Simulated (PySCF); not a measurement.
This script is equivalent to a calculation on Sb²⁺ (antimony, charge +2).

```python
from pyscf import gto, scf, dft, mp, cc
import basis_set_exchange as bse
mol = gto.M(atom="Sb 0 0 0", charge=2, spin=1, symmetry="D2h",
            basis=gto.basis.parse(bse.get_basis("aug-cc-pwCVTZ-DK3", elements=["Sb"], fmt="nwchem", augment_diffuse=1)),
            nucmod="G")
mf = dft.UKS(mol, xc="LDA,VWN").sfx2c1e()
mf.irrep_nelec = {'Ag': (9, 9), 'B1g': (2, 2), 'B2g': (2, 2), 'B3g': (2, 2), 'B1u': (3, 3), 'B2u': (4, 3), 'B3u': (3, 3)}
mf.kernel()
```

What total energy does it give?

-6473.40 hartree (calculated).

Which occupied shell lies highest, and where?

5p α, at -20.609 eV.

What is ⟨S²⟩, and what would a pure spin state give?

0.751, against 0.75.
